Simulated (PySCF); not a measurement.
# Hartree-Fock beside MP2: CClH3OSi

All numbers below are calculated, not measured. They come from PySCF 2.14.0, an open-source quantum chemistry program, on an isolated molecule that a program drew, which may never have been made. The molecule is CClH3OSi (charge 0, singlet), drawn as the SMILES string `C[Si](=O)Cl`.

The geometry was optimised and harmonic frequencies were computed with HF and MP2, all in the cc-pV(D+d)Z basis, for the commonest isotopes, with a restricted reference for singlets and an unrestricted one otherwise, and a frozen core in MP2. Each result is a local minimum of its method.

Geometry at the HF minimum:
```xyz
7
CClH3OSi, angstrom
C     0.3158   -1.1855    0.1750
Si    2.1151   -0.7994    0.3108
O     2.9867   -0.8804    1.5180
Cl    2.8088   -0.2126   -1.5106
H    -0.0755   -1.4871    1.1462
H    -0.2283   -0.3096   -0.1862
H     0.1623   -1.9899   -0.5486
```

Lengths of the bonds as drawn, in Å (atoms numbered as above):
```
   bond     HF    MP2
 C1-Si2  1.845  1.853
 Si2-O3  1.491  1.534
Si2-Cl4  2.035  2.045
  C1-H5  1.090  1.100
  C1-H6  1.093  1.103
  C1-H7  1.093  1.103
```

Rotational constants, in GHz:
```
constant,HF,MP2
A,6.66,6.459
B,3.634,3.598
C,2.386,2.345
```

Harmonic frequencies in cm^-1, each column in rising order, so a row needn't be the same motion in every method:
```
rank    HF   MP2
   1    94   103
   2   226   215
   3   307   278
   4   308   279
   5   547   531
   6   756   727
   7   824   761
   8   892   830
   9  1354  1214
  10  1398  1278
  11  1537  1440
  12  1545  1448
  13  3183     ?
  14  3266  3195
  15  3300  3224
```

**Estimate the missing MP2 frequency from the HF column.**

A single factor s that minimises the squared misfit of MP2 against s times HF over the other rows is sum(HF x MP2) / sum(HF^2) = 0.9603, with an rms misfit of 41 cm^-1. For rank 13 it gives 0.9603 x 3183 = 3057 cm^-1. The calculation gives 3093 cm^-1, 36 cm^-1 above the estimate. The drawn bonds are on average 1.1 % longer in MP2 than in HF.
